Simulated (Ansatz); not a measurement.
`C=C[SiH2]S` + H₂ → `C=C[SiH3]` + H₂S at 500 K and 1 bar (hydrogenolysis of the Si–S bond).

Computed with Ansatz on PBE0-D4/def2-TZVP structures; ΔE is electronic, products minus reactants. CCSD(T)/CBS is the MP2 limit (def2-TZVPP, def2-QZVPP) plus CCSD(T) − MP2 in def2-TZVPP, frozen cores. This one scheme is used for every species. Each species was taken in one conformer, which may not be the lowest.

```csv
species,CCSD(T)/CBS energy (Eh),H − E (kJ/mol),S (J/(mol·K))
`C=C[SiH2]S`,-766.57455,224.9,390.5
H₂,-1.17544,41.0,145.5
`C=C[SiH3]`,-368.76077,209.7,334.4
H₂S,-398.97279,57.0,224.0
```

H − E and S are ideal-gas, rigid-rotor, harmonic terms from PBE0-D4/def2-TZVP, for one conformer and one mirror image of each species. The MP2-based limit puts H₂ 0.8 mEh under its directly extrapolated value; such offsets cancel only in part. 1 Eh = 2625.50 kJ/mol, R = 8.31446 J/(mol·K).

By hand: ΔE, ΔH, ΔS and ΔG.

ΔE = (-368.76077) + (-398.97279) − (-766.57455) − (-1.17544) = 0.01643 Eh = 43.1 kJ/mol. Δ(H − E) = 209.7 + 57.0 − 224.9 − 41.0 = 0.8, so ΔH = 43.9 kJ/mol. ΔS = 334.4 + 224.0 − 390.5 − 145.5 = 22.4 J/(mol·K). ΔG = 43.9 − 500 × (22.4)/1000 = 32.7 kJ/mol.

By hand: the equilibrium constant, and the temperature at which ΔG would vanish if ΔH and ΔS stayed fixed.

log₁₀ K = −ΔG/(RT ln 10) = -3.4. ΔG = 0 at ΔH/ΔS = 1960 K.

ΔH outweighs TΔS. A doubt of 5 kJ/mol in ΔE shifts log₁₀ K by 0.5 here. Other conformers and mirror images would add mixing entropy, several J/(mol·K) or more a flexible species. These are equilibria of isolated gas molecules and say nothing of rates. Largest T1 diagnostic: 0.011 (customary marks: 0.02 for closed shells, 0.045 for open ones).
